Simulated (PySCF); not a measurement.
Input of a response calculation (the driver script's job line, then coordinates in Å):

```
{"job": {"kind": "uv", "xc": "CAM-B3LYP", "basis": "def2-SVPD", "nstates": 8, "ntriplets": 3}, "charge": 0, "multiplicity": 1}
C     -1.930966     0.694079     0.298716
Ge    -0.926268    -0.961077    -0.028550
C      0.865503    -0.638835    -0.821824
Si     2.023585     0.359423     0.281411
Br     1.361533     2.476528     0.225221
H     -2.947792     0.468364     0.608975
H     -1.464230     1.293343     1.076517
H     -1.977873     1.300037    -0.603247
H     -1.679731    -1.879844    -0.959443
H     -0.735570    -1.736135     1.252882
H      1.324576    -1.605104    -1.030489
H      0.739092    -0.136580    -1.782310
H      1.957380    -0.017971     1.687185
H      3.390084     0.383300    -0.227209
```

Level of theory: TDDFT CAM-B3LYP/def2-SVPD, vertical, gas phase, core orbitals frozen in the response in PySCF 2.14.0, density-fitted response routines. Job line and output are in the format of a driver script around the code.

Problem. Give the output without the SCF cycles.

Solution. 
```
converged SCF energy = -5021.8117586994

Static polarisability (au): isotropic 100.701, principal 85.503 104.721 111.878

Singlet excitations
state   eV       nm        f      main configurations
  1   6.8623    180.7   0.01087   H->L 0.82
  2   6.9385    178.7   0.01655   H-1->L 0.81
  3   7.6266    162.6   0.03692   H->L+1 0.68, H->L+2 0.13
  4   7.7745    159.5   0.00921   H-1->L+1 0.62
  5   7.8410    158.1   0.02667   H-2->L 0.52, H-3->L 0.13, H->L+5 0.09
  6   7.9678    155.6   0.01533   H->L+2 0.34, H->L+3 0.21
  7   8.0933    153.2   0.01050   H-1->L+3 0.29, H-1->L+2 0.26, H-1->L+4 0.09
  8   8.2167    150.9   0.07722   H-2->L+1 0.49, H->L+2 0.15

Triplet excitations (Tamm-Dancoff, eV): 6.5123 6.5615 7.3302
```

The structure is a single GFN2-xTB conformer in the gas phase; no vibrational or solvent corrections. The CAM-B3LYP/def2-SVPD calculation is non-relativistic and has no spin–orbit coupling, an omission that weighs most on bromine and germanium.

H and L stand for HOMO and LUMO.

Conformer computed: `[CH3:1][GeH2:2][CH2:3][SiH2:4][Br:5]`: C1–Ge2–C3–Si4 62°, Ge2–C3–Si4–Br5 -75°.
